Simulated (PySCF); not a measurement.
Mo (molybdenum, neutral) across methods

[Kr] 4d4 5s2, high-spin 5D determinant (an excited configuration). Computed with PySCF 2.14 in aug-cc-pVTZ-PP with one added diffuse shell each of s, p, d, f, g type with ECP28MDF (7s7p6d4f3g, 113 functions), with a scalar-relativistic core potential.

```tsv
method	E (hartree)	mean ε 4d α (eV)	mean ε 5s α (eV)	mean ε 5s β (eV)	Σ⟨r²⟩ (bohr²)	⟨S²⟩
PBE	-67.8213	-6.110	-5.142	-4.148	56.54	6.010
UHF	-67.26416	-12.245	-7.212	-5.623	60.27	6.032
revPBE	-67.8592	-6.041	-5.059	-4.070	56.49	6.011
PBE0	-67.8013	-7.799	-5.832	-4.793	56.97	6.012
M06-L	-67.8290	-6.217	-5.141	-4.246	56.43	6.012
TPSS	-67.7908	-6.177	-5.155	-4.101	56.63	6.011
r2SCAN	-67.8391	-6.725	-5.403	-4.263	56.96	6.028
LDA	-67.6535	-6.312	-5.443	-4.421	56.72	6.009
```

⟨L²⟩ = 7.17 against 6 for a pure D term, so this real determinant mixes terms. Energies and moments cover only the electrons outside the core potential.
